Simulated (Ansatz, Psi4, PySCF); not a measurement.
HfO2, charge -1, doublet, at a GFN2-xTB geometry (such geometries of metal compounds can be far from the true shape) (the multiplicity is a formal guess) (core potentials on Hf) (in this run its highest filled SCF level lies above zero, so its values depend strongly on the basis, on diffuse functions most of all). Base run: PySCF with REVPBE/def2-SVP.

Here is a job for PySCF.
```python
from pyscf import gto, scf, dft

mol = gto.Mole()
mol.atom = '''
    Hf    0.079304   -0.000913    0.093590
    O     0.875300    0.281972   -1.462537
    O    -1.589040   -0.273759    0.620225
'''
mol.basis = 'def2-svp'
mol.ecp = {'Hf': 'def2-svp'}
mol.charge = -1
mol.spin = 1
mol.verbose = 4
mol.build()

mf = dft.UKS(mol)
mf.xc = 'revpbe'
mf.kernel()
```

The same geometry, method and basis name were run in Ansatz (a quantum-chemistry and plane-wave program) and Psi4 and PySCF, at each program's defaults and at the settings that a row names. The base is PySCF at its defaults. Differences at the defaults can come from grids, fitting, cores and function types together.

```tsv
code and settings	ΔE vs base (µEh)	basis functions	E (Eh)	SCF cycles
PySCF, defaults (exact integrals, its default grid, spherical functions)	0.0	60	-198.41354	12
Psi4, defaults (density fitting with its default set, its default grid, spherical functions)	27.5	60	-198.41352	12
Ansatz, defaults (factorised integrals, its default grid, spherical functions)	-1.3	60	-198.41354	-
PySCF, density fitting with def2-universal-jkfit	-33.7	60	-198.41358	12
PySCF, fine grid	0.4	60	-198.41354	12
Psi4, exact integrals, spherical functions, fine grid	0.8	60	-198.41354	15
Ansatz, high accuracy	-0.1	60	-198.41354	-
```

Open shells are given as the SCF converged; they aren't shown to be the lowest states, and a large step between rows can be another state.
